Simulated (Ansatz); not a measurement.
One change: `[CH3][In]([Cl])[Cl]` becomes `C[O][In]([Cl])[Cl]`.

Ansatz, PBE0-D4/def2-TZVP geometries, multiplicity 1. Each molecule was computed in one conformer, which needn't be the lowest.

Elements past krypton have def2 core potentials.

```
                                        property  `[CH3][In]([Cl])[Cl]`
size of the dipole moment (B3LYP/def2-TZVPP) / D                   3.70
             LUMO energy (B3LYP/def2-TZVPP) / eV                  -1.94
           LUMO energy (ωB97M-V/def2-TZVPP) / eV                   0.05
             HOMO energy (B3LYP/def2-TZVPP) / eV                  -8.27
              LUMO energy (PBE0/def2-TZVPP) / eV                  -1.62
           HOMO energy (ωB97M-V/def2-TZVPP) / eV                 -10.69
```

(1) Give the same properties after the change, and the shifts. (An estimate is asked.)

Results:

(1) Ansatz gave: 
```tsv
property	`C[O][In]([Cl])[Cl]`	shift
size of the dipole moment (B3LYP/def2-TZVPP) / D	1.45	-2.25
LUMO energy (B3LYP/def2-TZVPP) / eV	-2.83	-0.89
LUMO energy (ωB97M-V/def2-TZVPP) / eV	-0.55	-0.60
HOMO energy (B3LYP/def2-TZVPP) / eV	-7.99	0.28
LUMO energy (PBE0/def2-TZVPP) / eV	-2.52	-0.90
HOMO energy (ωB97M-V/def2-TZVPP) / eV	-10.61	0.08
```

With PBE0 the HOMO rises by 0.31 eV and the LUMO falls by 0.90 eV, so the gap narrows by about 1.21 eV. PBE moves the HOMO by 0.52 eV and ωB97M-V by 0.08 eV. Dipoles are sizes alone; their direction can turn.

B3LYP here is the variant with VWN-RPA as its local correlation; programs differ in this.
